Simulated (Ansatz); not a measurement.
ClH2In (SMILES [Cl][InH2]) moved off its minimum; all values from Ansatz (a quantum-chemistry and plane-wave program), cores frozen in correlated methods. Elements past Kr take the def2 small-core potentials, without spin–orbit coupling.
(charge 0, multiplicity 1)
```xyz
4

In     0.0988    -0.1747    -0.4766
H     -1.5515    -0.1700    -1.1326
H      1.6055    -0.6043    -1.0805
Cl    -0.0538     0.5644     1.7942
```

Forces at B3LYP/def2-TZVPP (eV/Å):

```json
[
 {"atom": "In1", "Fx": "-1.195", "Fy": "0.151", "Fz": "0.142"},
 {"atom": "H2", "Fx": "0.673", "Fy": "-0.006", "Fz": "0.184"},
 {"atom": "H3", "Fx": "0.379", "Fy": "-0.052", "Fz": "-0.054"},
 {"atom": "Cl4", "Fx": "0.144", "Fy": "-0.093", "Fz": "-0.272"}
]
```

Question: Give the forces (eV/Å), the total energy and the dipole at CCSD(T)/def2-TZVPPD.

Answer: 
```json
[
 {"atom": "In1", "Fx": "-1.250", "Fy": "0.241", "Fz": "0.377"},
 {"atom": "H2", "Fx": "0.456", "Fy": "-0.019", "Fz": "0.056"},
 {"atom": "H3", "Fx": "0.651", "Fy": "-0.143", "Fz": "-0.205"},
 {"atom": "Cl4", "Fx": "0.143", "Fy": "-0.079", "Fz": "-0.228"}
]
```
Energy -650.2293 hartree, dipole 3.12 D.
